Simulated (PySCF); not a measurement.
PySCF job for Si(F)3(OH) (F3HOSi), SMILES O[Si](F)(F)F, TDDFT-PBE0/def2-SVPD. Geometry optimised at PBE-D3(BJ)/def2-SVP. One conformer was computed; it need not be the lowest.

```python
import numpy as np
from pyscf import gto, scf, dft, tdscf

mol = gto.M(
    atom='''
    O    -0.10960122    1.63941915   -0.00000004
    Si   -0.00813731    0.00538172    0.00000000
    F     0.76853963   -0.56682056    1.29331382
    F    -1.50743285   -0.56977563    0.00000008
    F     0.76853952   -0.56682064   -1.29331385
    H     0.72391546    2.14005413   -0.00000009
    ''',
    basis='def2-SVPD',
    charge=0,
    spin=0,
    symmetry=True,
    max_memory=1600,
    verbose=4,
)
mf = dft.RKS(mol, xc='pbe0').density_fit(auxbasis='def2-universal-jkfit')
mf.grids.level = 3
mf.conv_tol = 1e-9
mf.max_cycle = 100
mf.kernel()
mf.grids = dft.Grids(mol).set(level=1).build(with_non0tab=True)  # coarser grid for the response kernel
td = tdscf.TDDFT(mf)
td.singlet = True
td.nstates = 10
td.conv_tol = 1e-4
td.kernel(x0=td.get_init_guess(mf, 15))
td.analyze()
tt = tdscf.TDA(mf)
tt.singlet = False
tt.nstates = 4
tt.conv_tol = 1e-4
tt.kernel(x0=tt.get_init_guess(mf, 9))
tt.analyze(verbose=3)
```

It prints:

```
PySCF version 2.14.0

[INPUT] verbose = 4
[INPUT] num. atoms = 6
[INPUT] num. electrons = 50
[INPUT] charge = 0
[INPUT] spin (= nelec alpha-beta = 2S) = 0
[INPUT] symmetry True subgroup None
[INPUT] Mole.unit = angstrom
[INPUT] Symbol           X                Y                Z      unit          X                Y                Z       unit  Magmom
[INPUT]  1 O     -0.109601220000   1.639419150000  -0.000000040000 AA   -0.207116288718   3.098053196867  -0.000000075589 Bohr   0.0
[INPUT]  2 Si    -0.008137310000   0.005381720000   0.000000000000 AA   -0.015377287291   0.010169976879   0.000000000000 Bohr   0.0
[INPUT]  3 F      0.768539630000  -0.566820560000   1.293313820000 AA    1.452329416575  -1.071135620173   2.444008912915 Bohr   0.0
[INPUT]  4 F     -1.507432850000  -0.569775630000   0.000000080000 AA   -2.848635237673  -1.076719893152   0.000000151178 Bohr   0.0
[INPUT]  5 F      0.768539520000  -0.566820640000  -1.293313850000 AA    1.452329208705  -1.071135771351  -2.444008969607 Bohr   0.0
[INPUT]  6 H      0.723915460000   2.140054130000  -0.000000090000 AA    1.368001956739   4.044116197444  -0.000000170075 Bohr   0.0

nuclear repulsion = 264.615013157632
point group symmetry = Cs
symmetry origin: [ 2.26767133e-09 -2.26767130e-09  1.51178096e-09]
symmetry axis x: [ 1.00000000e+00  5.12450530e-08 -2.66624338e-08]
symmetry axis y: [ 5.12450533e-08 -1.00000000e+00  9.23944485e-09]
symmetry axis z: [2.66624333e-08 9.23944612e-09 1.00000000e+00]
num. orbitals of irrep A' = 78
num. orbitals of irrep A" = 46
number of shells = 50
number of NR pGTOs = 184
number of NR cGTOs = 124
basis = def2-SVPD
ecp = {}


[settings echo left out]
init E= -664.565425256566
HOMO (A") = -0.461544261659981  LUMO (A') = -0.0593788073617518  gap/eV = 10.94348
cycle= 1 E= -664.094776620683  delta_E= 0.471  |g|= 0.937  |ddm|=  3.3
HOMO (A") = -0.293155054894032  LUMO (A') = -0.015908213821358  gap/eV = 7.54427
cycle= 2 E= -663.939291604792  delta_E= 0.155  |g|= 1.34  |ddm|= 2.14
HOMO (A") = -0.413903481197919  LUMO (A') = -0.0291418307013238  gap/eV = 10.46990
cycle= 3 E= -664.247984239542  delta_E= -0.309  |g|= 0.0552  |ddm|= 1.11
HOMO (A") = -0.396984451854007  LUMO (A') = -0.0238167292498619  gap/eV = 10.15441
cycle= 4 E= -664.24830373434  delta_E= -0.000319  |g|= 0.0397  |ddm|= 0.089
HOMO (A") = -0.400989607766974  LUMO (A') = -0.0238508664733432  gap/eV = 10.26247
cycle= 5 E= -664.24856826583  delta_E= -0.000265  |g|= 0.00475  |ddm|= 0.0294
HOMO (A") = -0.400860491375418  LUMO (A') = -0.0240313281736091  gap/eV = 10.25404
cycle= 6 E= -664.248572126312  delta_E= -3.86e-06  |g|= 0.000515  |ddm|= 0.00562
HOMO (A") = -0.400910779907035  LUMO (A') = -0.0240190002311809  gap/eV = 10.25575
cycle= 7 E= -664.24857218222  delta_E= -5.59e-08  |g|= 0.000111  |ddm|= 0.000928
HOMO (A") = -0.40092193070861  LUMO (A') = -0.0240241486914425  gap/eV = 10.25591
cycle= 8 E= -664.248572184453  delta_E= -2.23e-09  |g|= 3.09e-05  |ddm|= 0.000206
HOMO (A") = -0.400924146235478  LUMO (A') = -0.0240249018020013  gap/eV = 10.25595
cycle= 9 E= -664.248572184565  delta_E= -1.12e-10  |g|= 1.7e-05  |ddm|= 3.22e-05
HOMO (A") = -0.400921327136227  LUMO (A') = -0.0240246732104969  gap/eV = 10.25588
Extra cycle  E= -664.248572184506  delta_E= 5.89e-11  |g|= 2.57e-05  |ddm|= 2.76e-05
converged SCF energy = -664.248572184506
tot grids = 29968


******** <class 'pyscf.tdscf.rks.TDDFT'> for <class 'pyscf.df.df_jk.DFSymAdaptedRKS'> ********
nstates = 10 singlet
deg_eia_thresh = 1.000e-03
wfnsym = None
conv_tol = 0.0001
eigh lindep = 1e-12
eigh level_shift = 0
eigh max_cycle = 100


Excitation energies (eV)
[ 8.61773748  9.55869938 10.34757655 10.35175073 10.83340202 10.88427056
 11.03137053 11.27249962 11.40701384 11.43307405]

** Singlet excitation energies and oscillator strengths **
Excited State   1:   A"      8.61774 eV    143.87 nm  f=0.0345
      25 -> 26       -0.69807
Excited State   2:  ???      9.55870 eV    129.71 nm  f=0.0624
      24 -> 26        0.69461
Excited State   3:  ???     10.34758 eV    119.82 nm  f=0.0028
      21 -> 26        0.12529
      23 -> 26       -0.33298
      25 -> 27       -0.58685
Excited State   4:  ???     10.35175 eV    119.77 nm  f=0.0000
      23 -> 26       -0.60453
      25 -> 27        0.32611
Excited State   5:  ???     10.83340 eV    114.45 nm  f=0.0498
      22 -> 26       -0.67160
      24 -> 27       -0.15536
Excited State   6:  ???     10.88427 eV    113.91 nm  f=0.0490
      21 -> 26        0.66738
      25 -> 27        0.14449
Excited State   7:  ???     11.03137 eV    112.39 nm  f=0.0000
      25 -> 28       -0.67416
      25 -> 30        0.10796
Excited State   8:  ???     11.27250 eV    109.99 nm  f=0.0380
      18 -> 26       -0.17773
      22 -> 26       -0.16025
      24 -> 27        0.64050
Excited State   9:  ???     11.40701 eV    108.69 nm  f=0.0532
      18 -> 26        0.12602
      19 -> 26       -0.63700
      25 -> 29        0.17760
Excited State  10:  ???     11.43307 eV    108.44 nm  f=0.0517
      20 -> 26       -0.67229
      20 -> 27        0.11350
      21 -> 26       -0.10003

** Transition electric dipole moments (AU) **
state          X           Y           Z        Dip. S.      Osc.
  1        -0.0000     -0.0000     -0.4044      0.1635      0.0345
  2         0.3380     -0.3899     -0.0000      0.2663      0.0624
  3         0.0000     -0.0000     -0.1057      0.0112      0.0028
  4         0.0000      0.0000     -0.0084      0.0001      0.0000
  5        -0.3717      0.2224     -0.0000      0.1876      0.0498
  6         0.0000      0.0000     -0.4286      0.1837      0.0490
  7         0.0000      0.0000     -0.0109      0.0001      0.0000
  8         0.0036      0.3708     -0.0000      0.1375      0.0380
  9         0.4255      0.0972     -0.0000      0.1905      0.0532
 10        -0.0000      0.0000      0.4297      0.1847      0.0517

** Transition velocity dipole moments (imaginary part, AU) **
state          X           Y           Z        Dip. S.      Osc.
  1        -0.0000     -0.0000     -0.1283      0.0165      0.0347
  2         0.1199     -0.1409      0.0000      0.0342      0.0650
  3        -0.0000     -0.0000     -0.0427      0.0018      0.0032
  4         0.0000     -0.0000     -0.0019      0.0000      0.0000
  5        -0.1481      0.0905      0.0000      0.0301      0.0504
  6        -0.0000     -0.0000     -0.1694      0.0287      0.0478
  7         0.0000     -0.0000     -0.0022      0.0000      0.0000
  8         0.0034      0.1495      0.0000      0.0224      0.0360
  9         0.1773      0.0399      0.0000      0.0330      0.0525
 10         0.0000      0.0000      0.1795      0.0322      0.0511

** Transition magnetic dipole moments (imaginary part, AU) **
state          X           Y           Z
  1         0.6216     -0.0843     -0.0000
  2         0.0000     -0.0000      0.7518
  3        -0.1668     -0.3896     -0.0000
  4         0.1267     -0.5900     -0.0000
  5         0.0000     -0.0000      0.4514
  6        -0.3174      0.0581     -0.0000
  7        -0.3475     -0.0868     -0.0000
  8         0.0000     -0.0000      0.1556
  9         0.0000     -0.0000     -0.0127
 10        -0.1021     -0.0010      0.0000


******** <class 'pyscf.tdscf.rks.TDA'> for <class 'pyscf.df.df_jk.DFSymAdaptedRKS'> ********
nstates = 4 triplet
deg_eia_thresh = 1.000e-03
wfnsym = None
conv_tol = 0.0001
eigh lindep = 1e-12
eigh level_shift = 0
eigh max_cycle = 100


Excitation energies (eV)
[ 8.13200435  9.01729414 10.09015413 10.10841644]

** Triplet excitation energies and oscillator strengths **
Excited State   1:   A"      8.13200 eV    152.46 nm  f=0.0000
Excited State   2:   A'      9.01729 eV    137.50 nm  f=0.0000
Excited State   3:   A"     10.09015 eV    122.88 nm  f=0.0000
Excited State   4:   A"     10.10842 eV    122.65 nm  f=0.0000
```

The calculation finished and met its thresholds.
